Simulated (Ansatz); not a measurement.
**Worked example: CH3Br + SiH(SiH3)Br2 → SiH3(CH3) + SiHBr3**

Species: CH3Br (bromomethane) `CBr`, singlet; SiH(SiH3)Br2, singlet; SiH3(CH3), singlet; SiHBr3 `Br[SiH](Br)Br`, singlet. The partners trade Br for SiH3: C–Br and Si–SiH3 bonds give way to C–SiH3 and Si–Br.

Shapes, held fixed at every level: PBE0-D4/def2-TZVP. Programs: Ansatz 0.2.0. The zero-point and thermal change to 298 K, harmonic and unscaled (PBE0-D4/def2-TZVP), is -0.9 kJ/mol.

At CCSD(T)/def2-TZVPP; 1 Eh = 2625.50 kJ/mol:

| species | energy (Eh) |
| --- | --- |
| CH3Br | -2612.542543 |
| SiH(SiH3)Br2 | -5726.013569 |
| SiH3(CH3) | -330.690236 |
| SiHBr3 | -8007.918035 |

Work out ΔH(298 K) of the reaction at this level.


1. Products less reactants: (-330.690236) + (-8007.918035) − [(-2612.542543) + (-5726.013569)] = -0.052159 Eh = -136.9 kJ/mol.
2. With the thermal change: -136.9 + (-0.9) = -137.8 kJ/mol.

Other levels give -151.0 (MP2/def2-TZVPP) to -136.0 kJ/mol (SPW92/def2-TZVPP). No measured value is set beside it here. Relativity is left out for Br unless named. Correlated rows may include outer-core shells of Br, which these sets cover unevenly.
